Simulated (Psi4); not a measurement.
C₂H₅BrFGa, singlet, geometry from GFN2-xTB (such geometries of metal compounds can be far from the true shape); HF/def2-TZVPPD (Psi4).

Input for Psi4:
```
memory 2 GB

molecule {
0 1
Ga   -0.19563165   -0.31506270   -0.19644672
F    -0.55324709   -1.84360381    0.61808273
Br    0.88312952    1.15999673    1.20993746
C    -0.79239244   -0.16117759   -2.16935655
C    -1.46990655   -1.44998265   -2.60615166
H     0.09724566    0.05478868   -2.76704697
H    -1.46382041    0.69838341   -2.24465986
H    -2.34881718   -1.65620073   -1.99408460
H    -0.79071156   -2.29857494   -2.51548105
H    -1.78583058   -1.37194226   -3.64638534
}

set {
  basis def2-tzvppd
}

energy('scf')
print_variables()
```

Question: What does Psi4 print? Leave out banner, timings and long lists.

Answer: 
```
   => Loading Basis Set <=

    Name: DEF2-TZVPPD
    Role: ORBITAL
    Keyword: BASIS

         ---------------------------------------------------------
                                   SCF
               by Justin Turney, Rob Parrish, Andy Simmonett
                          and Daniel G. A. Smith
                              RHF Reference
         ---------------------------------------------------------

  ==> Geometry <==

    Molecular point group: c1
    Full point group: C1

    Geometry (in Angstrom), charge = 0, multiplicity = 1:

       Center              X                  Y                   Z               Mass
    ------------   -----------------  -----------------  -----------------  -----------------
         GA          -0.257973044710    -0.370506191638    -0.314435649316    68.925573500000
         F           -0.615588484710    -1.899047301638     0.500093800684    18.998403162730
         BR           0.820788125290     1.104553238362     1.091948530684    78.918337600000
         C           -0.854733834710    -0.216621081638    -2.287345479316    12.000000000000
         C           -1.532247944710    -1.505426141638    -2.724140589316    12.000000000000
         H            0.034904265290    -0.000654811638    -2.885035899316     1.007825032230
         H           -1.526161804710     0.642939918362    -2.362648789316     1.007825032230
         H           -2.411158574710    -1.711644221638    -2.112073529316     1.007825032230
         H           -0.853052954710    -2.354018431638    -2.633469979316     1.007825032230
         H           -1.848171974710    -1.427385751638    -3.764374269316     1.007825032230

  Running in c1 symmetry.

  Rotational constants: A =      0.16925  B =      0.03192  C =      0.02713 [cm^-1]
  Rotational constants: A =   5074.01214  B =    956.93069  C =    813.23676 [MHz]
  Nuclear repulsion =  618.472932548585163

  Charge       = 0
  Multiplicity = 1
  Electrons    = 92
  Nalpha       = 46
  Nbeta        = 46

  ==> Algorithm <==

  SCF Algorithm Type is DF.
  DIIS enabled.
  MOM disabled.
  Fractional occupation disabled.
  Guess Type is SAD.
  Energy threshold   = 1.00e-06
  Density threshold  = 1.00e-06
  Integral threshold = 1.00e-12

  ==> Primary Basis <==

  Basis Set: DEF2-TZVPPD
    Blend: DEF2-TZVPPD
    Number of shells: 112
    Number of basis functions: 310
    Number of Cartesian functions: 349
    Spherical Harmonics?: true
    Max angular momentum: 3

[...]
   @DF-RHF iter   1: -4672.29006478929477   -4.88198e+00   1.00953e-02 DIIS/ADIIS
   @DF-RHF iter   2: -4672.46119422475203   -1.71129e-01   1.06285e-02 DIIS/ADIIS
   @DF-RHF iter   3: -4673.92822411353245   -1.46703e+00   7.78360e-04 DIIS/ADIIS
   @DF-RHF iter   4: -4673.93936119588034   -1.11371e-02   2.30105e-04 DIIS/ADIIS
   @DF-RHF iter   5: -4673.94082217037430   -1.46097e-03   4.02565e-05 DIIS
   @DF-RHF iter   6: -4673.94094498775121   -1.22817e-04   1.29329e-05 DIIS
   @DF-RHF iter   7: -4673.94095598032436   -1.09926e-05   4.10784e-06 DIIS
   @DF-RHF iter   8: -4673.94095743029629   -1.44997e-06   1.20825e-06 DIIS
   @DF-RHF iter   9: -4673.94095757542891   -1.45133e-07   3.42460e-07 DIIS
  Energy and wave function converged.

  ==> Post-Iterations <==

    Orbital Energies [Eh]
    ---------------------

    Doubly Occupied:

[...]
      46A     -0.405192

    Virtual:

[...]
    Final Occupation by Irrep:
              A
    DOCC [    46 ]
    NA   [    46 ]
    NB   [    46 ]

  @DF-RHF Final Energy: -4673.94095757542891

   => Energetics <=

    Nuclear Repulsion Energy =            618.4729325485851632
    One-Electron Energy =               -7747.3701389416755774
    Two-Electron Energy =                2454.9562488176616171
    Total Energy =                      -4673.9409575754289108

Computation Completed

Properties will be evaluated at   0.000000,   0.000000,   0.000000 [a0]

Properties computed using the SCF density matrix

 Multipole Moments:

 ------------------------------------------------------------------------------------
     Multipole            Electronic (a.u.)      Nuclear  (a.u.)        Total (a.u.)
 ------------------------------------------------------------------------------------

 L = 1.  Multiply by 2.5417464519 to convert [e a0] to [Debye]
 Dipole X            :         10.5640435          -10.8383505           -0.2743070
 Dipole Y            :          9.9936271           -9.6391168            0.3545102
 Dipole Z            :         19.2564554          -20.5129416           -1.2564862
 Magnitude           :                                                    1.3340463

 ------------------------------------------------------------------------------------

  Variable Map:
  ----------------------------------------------------------------------------
[...]
  Array Variable Map:
  ----------------------------------------------------------------------------
[...]
[...]
```
